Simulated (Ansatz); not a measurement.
Born–Oppenheimer molecular dynamics of C₃H₂B (6 atoms, charge 0, multiplicity 2). It starts from a relaxed structure.

These are results of Ansatz, UKS PBE0/def2-SVP, not measurements.

- ensemble: NVT, Nosé–Hoover chain
- time step: 0.5 fs
- steps asked: 150
- set temperature: 300 K
- thermostat: time constant 50 fs, chain length 5
- temperature schedule: 37 steps to 300 K, then 113 steps to 600 K
- seed: 417951

First frame:

```xyz
6
Properties=species:S:1:pos:R:3
B -0.329 -2.797 0.408
C -0.170 -1.449 0.211
C -0.021 -0.183 0.027
C 0.130 1.110 -0.162
H 0.574 1.492 -1.086
H -0.184 1.827 0.602
```

**Question.** How far do the bonds stretch over the last three quarters of this one trajectory? (Pairs bonded in most of those frames.)

**Answer.** 
```json
{"bond": "B1–C2", "mean (Å)": "1.378", "spread (Å)": "0.024", "shortest": "1.34", "longest": "1.42"}
{"bond": "C2–C3", "mean (Å)": "1.292", "spread (Å)": "0.016", "shortest": "1.26", "longest": "1.31"}
{"bond": "C3–C4", "mean (Å)": "1.318", "spread (Å)": "0.019", "shortest": "1.28", "longest": "1.36"}
{"bond": "C4–H5", "mean (Å)": "1.096", "spread (Å)": "0.026", "shortest": "1.06", "longest": "1.13"}
{"bond": "C4–H6", "mean (Å)": "1.097", "spread (Å)": "0.015", "shortest": "1.07", "longest": "1.13"}
```

Mean temperature of the second half: 206 K. The conserved energy stayed within 0.19 meV per atom of its start (net change 0.18 meV per atom), so the integration is sound. The schedule's set-point averaged 500 K over the second half and the system 206 K, so it lags behind the ramp. A run of 0.075 ps of so small a system gives no equilibrium averages.

Time of the run: 3.8 min on 1 CPU thread of a shared host.
